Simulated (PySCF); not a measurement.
## Polarisability and C₆ of Yb (ytterbium, neutral)

[Xe] 4f14 6s2, closed-shell 1S. Computed with PySCF 2.14 in ANO-RCC-VTZP, with scalar relativity by spin-free X2C-1e. Coupled (time-dependent) response in atomic units; α is the mean over directions. The basis has no added diffuse functions, which lowers α and C₆.

| method | mean α (bohr³) | C₆ (like pair) | S(−4) |
| --- | --- | --- | --- |
| M06-L | 134.8 | 1897 | 7879 |

S(−4) is the Cauchy moment in α(ω) = α(0) + S(−4) ω² + …

Reference α: 139 ± 6 bohr³ (recommended; Schwerdtfeger and Nagle, table of static dipole polarizabilities (2023 update)). Published C₆: 1910 (Gould and Bucko (2016)).

α(iu) at M06-L:

```csv
u (hartree),α(iu) (bohr³)
0,134.8
0.0500,117.8
0.100,86.20
0.200,43.44
0.300,25.34
0.500,12.56
0.750,7.520
1.00,5.369
1.50,3.387
2.00,2.426
3.00,1.476
5.00,0.7374
```

Spin-orbit coupling, which splits the p, d and f shells strongly at this Z, is absent.
